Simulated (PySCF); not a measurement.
# Bond length, frequency and bond energy of GaO⁻ by level of theory

State: ¹Σ⁺ (singlet), closed shell. Set-up: Ga aug-cc-pVDZ-PP with ECP10, O aug-cc-pVDZ; scalar-relativistic core potentials (PySCF 2.14). De refers to Ga + O⁻ in their high-spin ground configurations, without counterpoise correction. A positive dipole points towards O; it is taken about the centre of mass and depends on that origin.

```
      Level  Re (Å)  ωe (cm⁻¹)  De (eV)  μ (D)  CPU s a point (SCF and correlation, without the integrals)
    RHF-MP2   1.757        732      n/a    n/a                                                        0.19
RHF-SCS-MP2   1.754        742      n/a    n/a                                                         n/a
   RHF-CCSD   1.732        791      n/a    n/a                                                         n/a
RHF-CCSD(T)   1.747        752      n/a    n/a                                                         4.8
        PBE   1.756        726     5.30  -2.96                                                         1.2
       BP86   1.756        727     5.28  -2.96                                                        0.74
       TPSS   1.748        745     5.23  -2.87                                                         1.6
     r²SCAN   1.729        778     5.25  -2.87                                                         1.5
      M06-L   1.737        764      n/a  -2.52                                                         2.3
       PBE0   1.727        787     4.99  -3.16                                                         1.7
```

The bond length runs from 1.727 Å (PBE0) to 1.757 Å (RHF-MP2). De spans 4.99 eV (PBE0, global hybrid GGA) to 5.30 eV (PBE, GGA).

Correlated steps freeze 5 core orbitals. For an ion De counts to the pair picked by the measured ionisation energies or electron affinities, which need not be the lowest pair at this level. The highest Kohn–Sham level is positive in this anion. Much of that is self-interaction error, but it also means that the finite basis helps to hold the extra electron. The CCSD T1 diagnostic is raised, a sign that a single reference may not be enough here.

The whole job (state search and all levels along the bond) took about 3.1 min on 1 thread of Arm Neoverse N1 (shared host), peak memory 0.69 GiB.
